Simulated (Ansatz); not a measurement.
A run for Ansatz (an electronic-structure program): SC-NEVPT2 on SA-CASSCF(4,4)/cc-pVDZ on C4H4 (SMILES C1=CC=C1), 2S+1 = 3, a spin state set in the input, which need not be the lowest.

Ansatz 0.2 input:
```yaml
crystal:
  periodic: [false, false, false]
  atoms:
    - {symbol: C, position_ang: [0.99182751, -0.22245650, 0.01073954]}
    - {symbol: C, position_ang: [0.22038427, 0.98737750, 0.09919924]}
    - {symbol: C, position_ang: [-0.99182751, 0.22245650, -0.01073954]}
    - {symbol: C, position_ang: [-0.22038427, -0.98737750, -0.09919924]}
    - {symbol: H, position_ang: [2.04373268, -0.45838778, 0.02212959]}
    - {symbol: H, position_ang: [0.45411781, 2.03456311, 0.20440724]}
    - {symbol: H, position_ang: [-2.04373268, 0.45838778, -0.02212959]}
    - {symbol: H, position_ang: [-0.45411781, -2.03456311, -0.20440724]}
basis:
  gaussian:
    orbitals: cc-pVDZ
magnetization: {spin_polarized: false, initial_magnetization: 2}
correlation: {method: sc_nevpt2, electrons: outside_noble_gas, active_space: {window: {electrons: 4, orbitals: 4}, states: [{multiplicity: 1, weights: [1]}, {multiplicity: 3, weights: [1]}]}}
output: {orbitals: {seedname: ./end}}
```

Program output:

```
WARN ansatz: RAYON_NUM_THREADS=2 ignored (pool sized by the plan → 2); use --threads N
Functional definition: HF
integrals: 0.04 GiB planned
1461 factors; integrals over basis functions are off by at most 1.4e-7 eV
mean field: 0.23 GiB planned
mean field evaluation 1: about -4179.5256 eV, gradient 2.3e1 eV
mean field evaluation 2: about -4179.5279 eV, gradient 2.3e1 eV
mean field evaluation 4: about -4181.2493 eV, gradient 3.0e0 eV
mean field evaluation 8: about -4181.2752 eV, gradient 1.1e-4 eV
mean field evaluation 16: about -4179.0207 eV, gradient 9.0e0 eV
mean field -4181.27523544 eV, -153.6590307321 hartree, gradient 1.4e-6 eV, S^2 2.000000; 2 other end points of the search recorded, 0 dependent functions left out
reference -4181.27523544 eV, -153.6590307321 hartree; 15, 13 occupied and 61, 63 virtual orbitals, 1461 factors
configuration interaction: 0.29 GiB planned
configuration interaction: 0.00 GiB planned
state -4182.71539556 eV, -153.7119556407 hartree
state -4182.71539556 eV, -153.7119556407 hartree; corrected -4195.24130705 eV, -154.1722743975 hartree
configuration interaction: 0.00 GiB planned
state -4182.27470632 eV, -153.6957606097 hartree
state -4182.27470632 eV, -153.6957606097 hartree; corrected -4195.18483904 eV, -154.1701992362 hartree
Total energy: -4195.21307305 eV, -154.1712368169 hartree
```

Self-consistency was reached. The last total energy is the mean of the averaged states.

Cost: around 8 core-seconds (rough).
